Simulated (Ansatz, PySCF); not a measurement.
System: C$_{2}$H$_{6}$BO (charge 0, doublet). SMILES: C[B]OC
Geometry: optimised at B3LYP-D3(BJ)/def2-TZVP (Ansatz, an electronic-structure program).

Unscaled harmonic wavenumbers (cm⁻¹) in rising order, each level at the stationary point that it reaches from this structure (no distance between atoms moves by over 0.3 Å); the order of modes can differ between levels, and a negative number is imaginary. B3LYP-D3(BJ)/def2-TZVP (PySCF, at the structure above): 66, 123, 176, 232, 428, 780, 822, 991, 1032, 1185, 1186, 1318, 1387, 1448, 1456, 1496, 1497, 1517, 3003, 3034, 3075, 3082, 3112, 3116.

HF/3-21G (Ansatz): 45, 119, 177, 235, 437, 831, 931, 1091, 1102, 1274, 1278, 1479, 1507, 1626, 1627, 1654, 1679, 1686, 3164, 3216, 3217, 3230, 3285, 3295. Zero-point energy 54.6 against 50.8 kcal/mol; where all levels lie over 400 cm⁻¹, the wavenumbers are on average 1.082 times those of B3LYP-D3(BJ)/def2-TZVP.

HF/6-31G* (Ansatz): 34, 102, 181, 252, 455, 838, 889, 1085, 1142, 1302, 1306, 1465, 1507, 1605, 1606, 1649, 1650, 1660, 3182, 3223, 3241, 3252, 3300, 3300. Zero-point energy 54.6 against 50.8 kcal/mol; where all levels lie over 400 cm⁻¹, the wavenumbers are on average 1.084 times those of B3LYP-D3(BJ)/def2-TZVP.

B3LYP/6-31G* (Ansatz): 64, 138, 178, 230, 427, 783, 828, 1008, 1045, 1195, 1198, 1346, 1402, 1485, 1492, 1521, 1524, 1536, 3022, 3049, 3095, 3099, 3129, 3131. Zero-point energy 51.4 against 50.8 kcal/mol; where all levels lie over 400 cm⁻¹, the wavenumbers are on average 1.011 times those of B3LYP-D3(BJ)/def2-TZVP.
